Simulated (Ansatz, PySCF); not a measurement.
Gas-phase reaction (SMILES): [NH2][Al]([NH2])[OH] + O (H2O) -> [NH2][Al]([OH])[OH] + N (NH3); water cleaves one Al-N bond, a model of a ligand-exchange step.

Geometries: B3LYP-D3(BJ)/def2-TZVP minima from Ansatz (a program for electronic structure), one conformer each, not searched for the lowest. Cores are frozen in the correlated levels unless marked. Spin-orbit coupling is left out. Non-relativistic. Basis-set limits of correlation are two-point, X^-3; Hartree-Fock from the larger set. Thermal terms are rigid-rotor harmonic-oscillator values from B3LYP-D3(BJ) frequencies (Ansatz or PySCF) at 298.15 K and 1 atm. 1 Eh = 627.5095 kcal/mol.

```csv
species,"E, CCSD(T)/CBS(aug-cc-pV(T+d)Z,aug-cc-pV(Q+d)Z) (Ansatz) (Eh)","E, r2SCAN-D4/def2-TZVPD (Ansatz + dftd4) (Eh)",H - E (Eh)
[NH2][Al]([NH2])[OH],-429.73791,-430.27732,0.07221
O (H2O),-76.37513,-76.42298,0.02495
[NH2][Al]([OH])[OH],-449.62818,-450.17267,0.06012
N (NH3),-56.50411,-56.54744,0.03799
```

Problem. Work out ΔE and ΔH at 298.15 K at the first level, then ΔH at the second.

Solution. 
1. ΔE = [(-449.62818) + (-56.50411)] - [(-429.73791) + (-76.37513)] = -0.01925 Eh = -12.1 kcal/mol at CCSD(T)/CBS(aug-cc-pV(T+d)Z,aug-cc-pV(Q+d)Z).
2. The terms H - E add up to 0.00095 Eh, so ΔH = (-0.01925 + (0.00095))×627.5095 = -11.5 kcal/mol.
3. At r2SCAN-D4/def2-TZVPD the same steps give ΔE = -12.4 and ΔH = -11.8 kcal/mol, a shift of -0.3 from the first level.
4. These values are not checked against measurement here, since the tables used lack a sound gas-phase enthalpy of formation for at least one species.
